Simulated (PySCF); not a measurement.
ZnH⁺: one state, many levels of theory

State: ¹Σ⁺ (singlet), closed shell. Set-up: basis Zn 6-31G(d,p), H 6-31G(d,p); no relativity; PySCF 2.14. De refers to Zn⁺ + H in their ground configurations, without counterpoise correction. A positive dipole points towards H; it is taken about the centre of mass and depends on that origin.

```tsv
Level	Re (Å)	ωe (cm⁻¹)	De (eV)	μ (D)
RHF	1.542	1975	1.26	-2.69
RHF-MP2	1.514	1973	2.05	n/a
RHF-SCS-MP2	1.519	1954	2.13	n/a
RHF-CCSD	1.533	1860	2.20	n/a
RHF-CCSD(T)	1.534	1846	2.24	n/a
PBE	1.510	1917	2.72	-1.48
PW91	1.508	1923	2.78	-1.48
r²SCAN	1.501	1977	2.64	-1.86
B3LYP	1.514	1926	2.67	-1.63
PBE0	1.514	1949	2.48	-1.82
MN15	1.507	2009	2.52	-2.08
```

**Question.** Which functional lies closest to RHF-CCSD(T) in De, which farthest, and by how much do they differ from it?

**Answer.** Closest is PBE0 (-2.0 pm in Re, +5.6 % in ωe, +0.24 eV in De against RHF-CCSD(T) in the same basis), farthest PW91 (-2.6 pm in Re, +4.2 % in ωe, +0.54 eV in De). CCSD(T) converges more slowly with the basis than the functionals do and binds too weakly in this one, so the order can change at the basis-set limit.

**Question.** What does a quarter of exact exchange do here, going from PBE to PBE0?

**Answer.** PBE0 less PBE: +0.4 pm in Re, +1.7 % in ωe, -0.24 eV in De. Exact exchange removes part of the self-interaction that spreads semilocal densities, and in most molecules shortens and stiffens the bond and lowers De; here Re goes the other way.

**Question.** What does the step from GGA to meta-GGA do here, going from PBE to r²SCAN?

**Answer.** r²SCAN less PBE: -0.9 pm in Re, +3.1 % in ωe, -0.08 eV in De. 

Correlated steps freeze 5 core orbitals. Correlated levels converge slowly with the basis: in double zeta they bind strong bonds too weakly, by up to about 1 eV, and carry superposition errors of some tenths. For an ion De counts to the pair picked by the measured ionisation energies or electron affinities, which need not be the lowest pair at this level. Where the molecule has an RHF reference, its open-shell atoms are computed with UHF.
